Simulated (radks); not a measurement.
Problem. These are the eigenvalues of the occupied orbitals of an atom or ion with whole-number occupations (eV). Method: scalar-relativistic Kohn-Sham, PBE, spin-polarised, spherical densities, finite nucleus; Fermi nuclear charge, rms radius of each element as measured or else 0.836 A^(1/3) + 0.57 fm; computed with a radial shooting solver on a logarithmic mesh with Libxc functionals.

1s: -15951.18
2s: -2172.086
2p: -1931.592
3s: -347.8337
3p: -270.2122
3d: -142.0700
4s: -54.7238
4p: -36.5170

Which element is it, and in what charge state? The configuration may be excited. Open shells, if any, are filled with parallel spins first.

Solution. Z = 38, strontium, charge +2: Sr2+ in [Kr]. The list shows which subshells hold electrons but not how many an open one holds; the 1s level, -586.2 hartree, gives Z - s = 34.2 by -(Z - s)^2/2, which with screening and relativity narrows Z to a few neighbours, and the depths of the outer levels then fix element, charge and occupations together.
